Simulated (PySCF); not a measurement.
PySCF 2.14 output of an unrestricted PBE0 calculation on a single atom or ion in cc-pVTZ-PP with ECP28MDF, with a scalar-relativistic core potential:

```
SCF conv_tol = 1e-09
number electrons alpha = 9  beta = 6
    C. Adamo and V. Barone.,  J. Chem. Phys. 110, 6158 (1999)
    M. Ernzerhof and G. E. Scuseria.,  J. Chem. Phys. 110, 5029 (1999)
cycle= 1 E= -109.178259975856  delta_E= -0.00416  |g|= 0.0202  |ddm|= 0.0873
cycle= 2 E= -109.178325263938  delta_E= -6.53e-05  |g|= 0.0137  |ddm|= 0.0169
cycle= 3 E= -109.178371830508  delta_E= -4.66e-05  |g|= 0.0014  |ddm|= 0.00908
cycle= 4 E= -109.17837244942  delta_E= -6.19e-07  |g|= 5.88e-05  |ddm|= 0.00099
cycle= 5 E= -109.178372451865  delta_E= -2.44e-09  |g|= 3.99e-06  |ddm|= 6.93e-05
cycle= 6 E= -109.178372451871  delta_E= -5.94e-12  |g|= 4.65e-07  |ddm|= 3.61e-06
converged SCF energy = -109.178372451871  <S^2> = 3.7516246  2S+1 = 4.0008122
```

The run itself started from symmetry-adapted Hartree-Fock orbitals and held the occupation by maximum overlap, on a logarithmic radial grid, so the iterations belong to that start.

**Question.** Which element, charge and spin multiplicity is this?

**Answer.** Rh²⁺ (rhodium, charge +2), multiplicity 4; the state was [Kr] 4d7, high-spin 4F determinant.

Energies and moments cover only the electrons outside the core potential.
